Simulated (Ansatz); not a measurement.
Ansatz (a program for electronic structure) input (CCSD(T)/aug-cc-pVDZ):

Ansatz 0.2 input:
```yaml
crystal:
  periodic: [false, false, false]
  atoms:
    - {symbol: C, position_ang: [2.66862050, -0.07382175, -0.61353991]}
    - {symbol: C, position_ang: [1.17550568, 0.21824551, -0.72659158]}
    - {symbol: C, position_ang: [0.38935059, -0.27509102, 0.49549779]}
    - {symbol: C, position_ang: [-1.08439323, 0.03183206, 0.44291221]}
    - {symbol: C, position_ang: [-1.65120787, 0.87762972, 1.29953845]}
    - {symbol: C, position_ang: [-1.87886856, -0.66499777, -0.62567867]}
    - {symbol: H, position_ang: [3.09779971, 0.40901695, 0.26762802]}
    - {symbol: H, position_ang: [3.21239215, 0.28618963, -1.48875953]}
    - {symbol: H, position_ang: [2.85336974, -1.14713831, -0.52425562]}
    - {symbol: H, position_ang: [0.78235991, -0.24919951, -1.63295985]}
    - {symbol: H, position_ang: [1.01388174, 1.29425314, -0.83836023]}
    - {symbol: H, position_ang: [0.52805006, -1.35980667, 0.58291424]}
    - {symbol: H, position_ang: [0.81901500, 0.16966379, 1.39659988]}
    - {symbol: H, position_ang: [-2.71016274, 1.10227201, 1.26046616]}
    - {symbol: H, position_ang: [-1.07371040, 1.37273272, 2.07080194]}
    - {symbol: H, position_ang: [-2.93971477, -0.42706071, -0.55422325]}
    - {symbol: H, position_ang: [-1.76222250, -1.75034301, -0.54840086]}
    - {symbol: H, position_ang: [-1.53510079, -0.38336033, -1.62428049]}
basis:
  gaussian:
    orbitals: aug-cc-pVDZ
magnetization: {spin_polarized: true, initial_magnetization: 2}
correlation: {method: ccsd_t, electrons: outside_noble_gas}
```

End of the output:

```
integrals: 3.07 GiB planned
2436 factors; integrals over basis functions are off by at most 8.4e-4 eV
1.20 GiB of device memory are held for the factors and their scratch space
mean field: 1.86 GiB planned
mean field evaluation 1: about -6362.3811 eV, gradient 3.3e1 eV
mean field evaluation 2: about -6362.3871 eV, gradient 3.3e1 eV
mean field evaluation 4: about -6369.3475 eV, gradient 3.9e0 eV
mean field evaluation 8: about -6369.5401 eV, gradient 1.9e-1 eV
mean field evaluation 16: about -6369.5119 eV, gradient 1.1e0 eV
mean field evaluation 32: about -6367.6968 eV, gradient 2.6e-1 eV
mean field evaluation 64: about -6367.5451 eV, gradient 1.0e0 eV
mean field -6369.54085178 eV, -234.0763088732 hartree, gradient 2.6e-6 eV, S^2 2.022312; 1 other end points of the search recorded, 0 dependent functions left out
determinant -6369.54085178 eV, -234.0763088732 hartree, with singles and doubles -6394.74422031 eV, -235.0025155831 hartree
determinant -6367.69728050 eV, -234.0085588782 hartree, with singles and doubles -6392.81621987 eV, -234.9316628737 hartree
6 core orbitals not correlated
reference -6369.54085178 eV, -234.0763088732 hartree; 19, 17 occupied and 221, 223 virtual orbitals, 2436 factors
second order -22.79212356 eV of doubles, -0.00000000 eV of singles
coupled cluster: 20.41 GiB planned
cycle   1  -25.10249118 eV  change   -9.9e-1 eV  update   3.6e-2
cycle   2  -25.14461330 eV  change   -4.2e-2 eV  update   8.9e-3
cycle   3  -25.14963085 eV  change   -5.0e-3 eV  update   6.0e-3
cycle   4  -25.15065069 eV  change   -1.0e-3 eV  update   2.7e-3
cycle   5  -25.15106559 eV  change   -4.1e-4 eV  update   1.5e-3
cycle   6  -25.15129441 eV  change   -2.3e-4 eV  update   6.3e-4
cycle   7  -25.15144199 eV  change   -1.5e-4 eV  update   2.9e-4
cycle   8  -25.15149545 eV  change   -5.3e-5 eV  update   1.4e-4
cycle   9  -25.15144752 eV  change    4.8e-5 eV  update   7.0e-5
cycle  10  -25.15142237 eV  change    2.5e-5 eV  update   3.8e-5
perturbative correction -0.81918181 eV, -0.0301043763 hartree
Total energy: -6395.51145596 eV, -235.0307109733 hartree
```

This state (charge 0, triplet) is run at the relaxed geometry of the species with charge 0 and multiplicity 1, and is a spin state other than that species' own.
